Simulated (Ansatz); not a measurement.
System: IrO3 (charge 0, quartet). The spin state was set by rule; other spins were not relaxed. SMILES: [O]=[Ir](=[O])=[O]
Geometry: optimised at B3LYP-D3(BJ)/def2-TZVP (Ansatz, a first-principles code).

Property: atomisation energy (electronic, to ground-state atoms), in eV. Valence correlation only, unless marked. UHF or UKS for open shells. Spin-orbit coupling is left out. The frozen core is the preceding noble-gas configuration, with the filled d and f shells of earlier blocks. Past Kr the def2 sets carry scalar-relativistic core potentials. The coupled-cluster limit lacks core correlation, which all-electron functionals hold. CBS(X,Y): correlation extrapolated as X^-3; Hartree-Fock from the larger set. [CCSD(T)-MP2]/basis is that difference in the basis named.

| level | program | atomisation energy (eV) |
|---|---|---|
| HF/def2-SVPD | Ansatz | 2.56 |
| SVWN5/def2-TZVPD | Ansatz | 19.23 |
| BLYP-D3(BJ)/def2-TZVPD | Ansatz + dftd3 | 15.21 |
| BLYP/def2-TZVPD | Ansatz | 15.06 |
| r2SCAN/def2-TZVPD | Ansatz | 14.65 |
| r2SCAN-D4/def2-TZVPD | Ansatz + dftd4 | 14.67 |
| B3LYP/def2-TZVPD | Ansatz | 13.26 |
| PBE0/def2-SVP | Ansatz | 12.70 |
| PBE0/def2-TZVPD | Ansatz | 13.14 |
| r2SCAN0/def2-TZVPD | Ansatz | 12.23 |
| CAM-B3LYP-D4/def2-TZVPD | Ansatz + dftd4 | 13.07 |
| LC-wPBE-D3(BJ)/def2-TZVPD | Ansatz + dftd3 | 13.07 |
| wB97M-V/def2-TZVPD | Ansatz | 12.70 |
| RPA@PBE/def2-QZVPP | Ansatz | 12.42 |
| RI-MP2/def2-TZVPP | Ansatz | 11.90 |
| RI-MP2/CBS(def2-TZVPP,def2-QZVPP) | Ansatz | 12.46 |
| CCSD/def2-TZVPP | Ansatz | 11.42 |
| CCSD(T)/def2-SVP | Ansatz | 11.14 |
| CCSD(T)/def2-TZVPP | Ansatz | 12.67 |
| RI-MP2/CBS(def2-TZVPPD,def2-QZVPPD)+[CCSD(T)-MP2]/def2-SVPD | Ansatz | 13.32 |
| RI-MP2/CBS(def2-TZVPP,def2-QZVPP)+[CCSD(T)-MP2]/def2-TZVPP | Ansatz | 13.23 |

The T1 diagnostic of CCSD in the largest basis is 0.112, which is high, so the coupled-cluster rows are less sure than usual.
